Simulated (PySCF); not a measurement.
C₃H₈O₂Si. Atoms are numbered in the order given.

```xyz
14

C      2.4217    -0.1900    -0.5240
C      1.5609    -0.8881     0.2265
Si    -0.2615    -0.5342     0.2468
O     -0.8103    -0.1768     1.7775
O     -0.4540     0.7428    -0.7992
C     -1.6908     1.2914    -1.1592
H      2.0724     0.6195    -1.1740
H      3.4984    -0.3955    -0.5231
H      1.9514    -1.6941     0.8624
H     -1.1139    -1.6806    -0.1691
H     -0.2839     0.4634     2.2663
H     -2.2321     1.6963    -0.2855
H     -1.5225     2.1150    -1.8698
H     -2.3460     0.5479    -1.6496
```

Geometry: PBE0-D3(BJ)/def2-SVP. The structure was generated by enumeration; whether it is a known compound was not checked. Other conformers were not sampled.

The numbers are results of PBE/pcSseg-1 (PySCF), not measurements.

GIAO shieldings, no solvent; atoms alike by connectivity are averaged. δ = σ(ref) − σ: ¹³C against TMS (σ = 182.0 ppm); ²⁹Si against TMS (σ = 335.4 ppm); ¹⁷O against H2O (σ = 334.3 ppm); ¹H against TMS (σ = 31.49 ppm), references at their B3LYP-D3(BJ)/def2-TZVP geometries, non-relativistic.

Computed chemical shifts:
| nucleus | atoms | count | δ (ppm) |
|---|---|---|---|
| ¹³C | C1 | 1 | 147.1 |
| ¹³C | C2 | 1 | 140.5 |
| ¹³C | C6 | 1 | 55.7 |
| ²⁹Si | Si3 | 1 | -26.5 |
| ¹⁷O | O4 | 1 | 67.2 |
| ¹⁷O | O5 | 1 | 47.4 |
| ¹H | H7, H8 | 2 | 6.62 |
| ¹H | H9 | 1 | 6.28 |
| ¹H | H10 | 1 | 5.14 |
| ¹H | H12, H13, H14 | 3 | 4.15 |
| ¹H | H11 | 1 | 1.47 |
